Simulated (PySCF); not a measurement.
**GeF₄ + CF₂ → GeF₂ + CF₄**

Level: PBE0 in the def2-TZVP basis family, all electrons, no relativity, computed in PySCF with density fitting; open shells unrestricted.

```tsv
species	state and structure	E (Eh)	ZPE (kJ/mol)	H(298 K) − H(0) (kJ/mol)	S° (J/(mol K))
GeF₄	singlet, Td, Ge–F 1.692 Å (×4)	-2476.07114	25.9	17.4	303.0
CF₂	singlet, C2v, C–F 1.296 Å (×2); F–C–F 104.8°	-237.56926	18.6	10.3	240.6
GeF₂	singlet, C2v, Ge–F 1.745 Å (×2); F–Ge–F 97.1°	-2276.40758	9.7	11.8	271.2
CF₄	singlet, Td, C–F 1.318 Å (×4)	-437.27334	45.4	12.7	261.2
```

**Question.** What is the electronic reaction energy?

**Answer.** At PBE0/def2-TZVP, ΔE = -106.4 kJ/mol from the differences of the total energies times 2625.5, downhill. Both ends count: the low oxidation state of carbon is very reactive, and germanium holds its high one more weakly.

**Question.** Add zero-point, thermal and entropy terms for 298.15 K and 1 bar.

**Answer.** ΔZPE = 10.6 and Δ[H(298) − H(0)] = -3.2 kJ/mol give ΔH° = -99.0 kJ/mol. ΔS° = -11.2 J/(mol K), so ΔG° = -99.0 − 298.15 × (-0.0112) = -96 kJ/mol and log₁₀K = 16.8.

Only the bonding shown was studied: isomers, or loss of a ligand pair, can lie lower.
